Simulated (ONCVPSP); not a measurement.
technetium (Tc): one change to an ONCV potential, before and after

Tc (Z = 43), optimised norm-conserving Vanderbilt (ONCV), made with ONCVPSP 4.0.1 (PBE, scalar-relativistic). Core [Ar] 3d10, reference 4s2 4p6 4d5 5s2. Waves: 4s+5s: rc 1.55 bohr, ncon 4, nbas 8, qcut 6.3 1/bohr, 2 projectors; 4p: rc 1.25 bohr, ncon 4, nbas 7, qcut 7.3 1/bohr, 2 projectors, debl 3.2 Ha; 4d: rc 2.35 bohr, ncon 4, nbas 9, qcut 7.9 1/bohr, 2 projectors, debl 0.5 Ha. Local part: polynomial inside 1.05 bohr (lpopt 2, dvloc0 4 Ha). Core correction: none.

Change: s: rc 1.98.

Cutoffs: the cutoffs (Ha) at which the residual kinetic energy of the hardest occupied pseudo-wave falls to 1 and 0.1 mHa per electron; they do not see the model core or the augmentation charge, which bear on the density cutoff. Errors are all-electron minus pseudo energies relative to the spin-unpolarised reference configuration.

Task: Predict the effect on cutoff, ghosts and configuration errors.

Result: The potential gets neither clearly harder nor softer (41 Ha and 88 Ha → 41 Ha and 88 Ha); the p channel sets the loose cutoff, while the largest relative change is in s, which becomes softer; of the 4 tests that both files solve, the error grows in 3 and shrinks in 1 by more than 15 % and 0.3 meV (median size 3.0 → 3.1 meV); neither file shows a bound ghost.

```tsv
quantity	base	changed
cutoff, loose	41 Ha	41 Ha
cutoff, tight	88 Ha	88 Ha
loose cutoff by channel	s 18 Ha, p 41 Ha, d 18 Ha	s 12 Ha, p 41 Ha, d 18 Ha
bound ghosts	none	none
GHOST(+) flags under 300 eV	none	none
error for 4s2 4p6 4d5 5s1, meV [ΔE 8.15 eV]	-1.3	-1.9
error for 4s2 4p6 4d5 5s0, meV [ΔE 23.01 eV]	-4.5	-7.8
error for 4s2 4p6 4d4 5s0, meV [ΔE 51.71 eV]	-2.4	-4.4
error for 4s2 4p6 4d6 5s0, meV [ΔE 6.17 eV]	+3.6	-0.5
p: phases at 1.27 bohr within 0.05 rad from the reference energy up to (Ha; the scan ends near 5)	to the end of the scan	to the end of the scan
d: phases at 2.39 bohr within 0.05 rad from the reference energy up to (Ha; the scan ends near 5)	4.7	4.7
```
